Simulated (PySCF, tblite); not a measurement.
System: H2Be, singlet: symmetric bend, bond length relaxed. Scanned: H-Be-H angle. Other coordinates (Be-H bond length) were minimised at B3LYP/def2-TZVP.

Computed with: MP2 on RHF/cc-pVTZ (PySCF); GFN2-xTB, 300 K electronic temperature (tblite); wB97X-V/cc-pVTZ (PySCF); CCSD(T) on RHF/cc-pVTZ (PySCF).

Energies relative to the lowest point of each profile, in eV:

```
a / °    MP2  GFN2-xTB  wB97X-V
-----  -----  --------  -------
180    0.000     0.000    0.000
170    0.021     0.008    0.021
160    0.086     0.033    0.085
150    0.195     0.076    0.194
140    0.353     0.142    0.349
130    0.561     0.236    0.554
120    0.824     0.366    0.813
100    1.540     0.788    1.517
90     2.008     1.124    1.977
80     2.562     1.597    2.522
70     3.208     2.280    3.157
60     3.942     3.294    3.875
```

### Question
Estimate the CCSD(T) values at these points.

### Answer
180: 0.000; 170: 0.021; 160: 0.084; 150: 0.192; 140: 0.346; 130: 0.549; 120: 0.805; 100: 1.502; 90: 1.957; 80: 2.496; 70: 3.126; 60: 3.838 (eV).
